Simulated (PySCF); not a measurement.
# Electron correlation in Cl (chlorine, neutral)

[Ne] 3s2 3p5, 2P determinant. Computed with PySCF 2.14 in x2c-TZVPall, with scalar relativity by spin-free X2C-1e. Frozen: [Ne]; 7 electrons correlated.

MP2 pair energies summed by pair of shells (mhartree):

```tsv
pair	energy	share (%)
3p-3p	-96.44	62.1
3s-3p	-49.94	32.2
3s-3s	-8.86	5.7
```

Total MP2 correlation energy: -155.25 mhartree.

Same-spin part -36.17 and opposite-spin part -119.07 mhartree; SCS-MP2 scales them by 1/3 and 6/5 to -154.94 mhartree.

| level | correlation energy (mhartree) |
| --- | --- |
| CCSD | -179.33 |
| (T) | -5.64 |
| CCSD(T) | -184.97 |

Diagnostics: T1 = 0.0071, D1 = 0.0236, largest double amplitude 0.054.

**Question.** Is a single reference adequate?

**Answer.** Yes: T1 lies below 0.03 and no double amplitude reaches 0.07.
